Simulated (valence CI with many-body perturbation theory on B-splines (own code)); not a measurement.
## A CI+MBPT run for K5+

Calculated by configuration interaction combined with many-body perturbation theory (CI+MBPT): four valence electrons over a frozen Dirac-Fock core [Ne], a basis of 6 s, 6 p, 5 d, 3 f, 1 g functions for each j, with the one-electron correlation potential Σ1 (screened to all orders), the two-electron term Σ2, the three-electron term Σ3, Breit, model QED; selected single and double excitations, second order for the rest, scaled by the run's own slope (own B-spline code, finite nucleus).

Command, and the settings that its task file holds:

```sh
python run_cv.py task.json out
```

```
atom K  Z=19  mass_number=39  rms_radius_fm=3.4349
core [Ne]
valence 3s2 3p2
avg = 1
basis = S
breit = 1
cap = 10000
capref = 1200
cscale = 1
de = 0.0
dress = 0
eps = 2e-08
extrap = 1
h = 0.27
hh = 1
l2 = 3
lcore = 6
maxit = 60
n2 = 5
natural = 1
nlev = 20
nno = [3, 3, 3, 2, 1]
nroot = 26
nsp = [3, 3, 2, 1, 0]
pt2 = 1
qed = 1
rpa = 1
s1 = 2
s2 = 1
s3 = 1
screen = 1
tol = 2e-05
whole = 1
```

It took 14 s on 1 thread of Intel(R) Xeon(R) 6975P-C (Granite Rapids), with other jobs on the host.

Log. The first blocks belong to the next ion, which gives the ionisation energy. Fields: 2J, parity (1 odd), roots, reference size, generating configurations, candidates as configurations/state functions, variational space P, stored matrix elements, Davidson steps; e2 is the range of second-order energies in hartree. The first line gives the box (bohr), its intervals, the orbitals and the steps of their self-consistent field. Window is the range of levels sought, series limit the energy at which the first omitted orbital would enter, core excitation an estimate of the first excitation out of the core, left out the lowest levels not solved, and shifts from estimates the range by which levels moved from their first estimate, all in cm⁻¹.

```
rmax 14.0 intervals 64 orbitals 36 references ['3s2 3p2', '3s 3p3', '3s2 3p 3d', '3p4'] scf 7 t 0.9
2J=1 par=1 roots 2 ref 37 generators 12 cand 654/956 P 684/993 nnz 0 it 0
2J=1 par=1 roots 2 ref 37 generators 30 cand 936/1382 P 1620/2375 nnz 0 it 6
   second order: generators 53 cand 1457/2133 e2 -0.00001 -0.00000
2J=3 par=1 roots 2 ref 57 generators 17 cand 498/939 P 535/996 nnz 0 it 0
2J=3 par=1 roots 2 ref 57 generators 43 cand 978/2054 P 1513/3050 nnz 1.3e+06 it 6
   second order: generators 64 cand 2082/4309 e2 -0.00001 -0.00001
reference levels 467, estimated 47, window 254817 1/cm; series limit 628197, core excitation 2388094
2J=0 par=0 roots 3 ref 23 generators 13 cand 570/1080 P 2263/3577 nnz 1.1e+06 it 6
2J=0 par=0 roots 3 ref 23 generators 33 cand 1289/2312 P 3552/5889 nnz 2.2e+06 it 6
   second order: generators 75 cand 10680/20858 e2 -0.00006 -0.00003
2J=2 par=0 roots 2 ref 45 generators 11 cand 338/995 P 1190/3526 nnz 1.6e+06 it 6
2J=2 par=0 roots 2 ref 45 generators 25 cand 1560/6503 P 2750/10029 nnz 8.7e+06 it 8
   second order: generators 58 cand 10764/49965 e2 -0.00009 -0.00005
2J=4 par=0 roots 3 ref 55 generators 16 cand 307/986 P 1090/3513 nnz 1.6e+06 it 6
2J=4 par=0 roots 3 ref 55 generators 33 cand 1293/6400 P 2383/9913 nnz 9.1e+06 it 9
   second order: generators 78 cand 11679/75081 e2 -0.00024 -0.00010
2J=4 par=1 roots 8 ref 76 generators 23 cand 265/1013 P 1077/3564 nnz 1.6e+06 it 8
2J=4 par=1 roots 8 ref 76 generators 53 cand 1324/6433 P 2401/9997 nnz 9.3e+06 it 9
   second order: generators 126 cand 15393/97515 e2 -0.00050 -0.00007
2J=2 par=1 roots 7 ref 65 generators 23 cand 298/1006 P 1261/3551 nnz 1.5e+06 it 9
2J=2 par=1 roots 7 ref 65 generators 55 cand 1639/6426 P 2900/9977 nnz 8.3e+06 it 9
   second order: generators 120 cand 15039/71747 e2 -0.00029 -0.00007
2J=6 par=1 roots 4 ref 62 generators 17 cand 232/958 P 1062/3494 nnz 1.6e+06 it 10
2J=6 par=1 roots 4 ref 62 generators 42 cand 1296/6469 P 2358/9963 nnz 9.4e+06 it 9
   second order: generators 104 cand 14791/102044 e2 -0.00048 -0.00013
2J=0 par=1 roots 2 ref 25 generators 11 cand 608/1013 P 2262/3518 nnz 1.1e+06 it 4
2J=0 par=1 roots 2 ref 25 generators 24 cand 1620/2657 P 3882/6175 nnz 2.4e+06 it 5
   second order: generators 67 cand 11046/21804 e2 -0.00006 -0.00003
2J=8 par=1 roots 1 ref 37 generators 8 cand 179/1051 P 960/3705 nnz 1.9e+06 it 4
2J=8 par=1 roots 1 ref 37 generators 21 cand 1556/6380 P 2516/10085 nnz 9.3e+06 it 6
   second order: generators 35 cand 9138/62378 e2 -0.00012 -0.00012
left out: unestimated 366887, estimated 314420, shifts from estimates -52 to 21
operators 0.4
```

The Davidson iterations converged. The settings are bad on purpose, so the numbers may not be properties of the ion.

Set against measurement, 19 paired levels are off by 438 cm⁻¹ on average, the worst by 921. These come from a selection out of Sansonetti, J. Phys. Chem. Ref. Data 37, 7 (2008). Levels without a partner in it may be off by more.

* Valence energy: -20.21604 hartree
* Ionisation energy: 99.843 eV (NIST: 99.44 ± 0.2 eV (semi-empirical))
* Reference configurations for the orbitals: 3s2 3p2, 3s 3p3, 3s2 3p 3d, 3p4
* Radial orbitals: 36
* Box radius: 14.05 bohr
* Largest variational space: 10085
* Lowest levels: 3s2 3p2 3P_0 0.000, 3s2 3p2 3P_1 0.143, 3s2 3p2 3P_2 0.369, 3s2 3p2 1D_2 2.393, 3s2 3p2 1S_0 5.442, 3s 3p3 5S°_2 12.345, 3s 3p3 3D°_1 17.452, 3s 3p3 3D°_2 17.459, 3s 3p3 3D°_3 17.485, 3s 3p3 3P°_0 20.294, 3s 3p3 3P°_1 20.297, 3s 3p3 3P°_2 20.297, 3s 3p3 1D°_2 22.201, 3s2 3p 3d 3F°_2 27.017 eV

Names give the largest LS component (configuration and term), which can be under half, so a name can repeat, a term be missing and a line seem to break the LS rules; names also repeat where a configuration has a term twice.
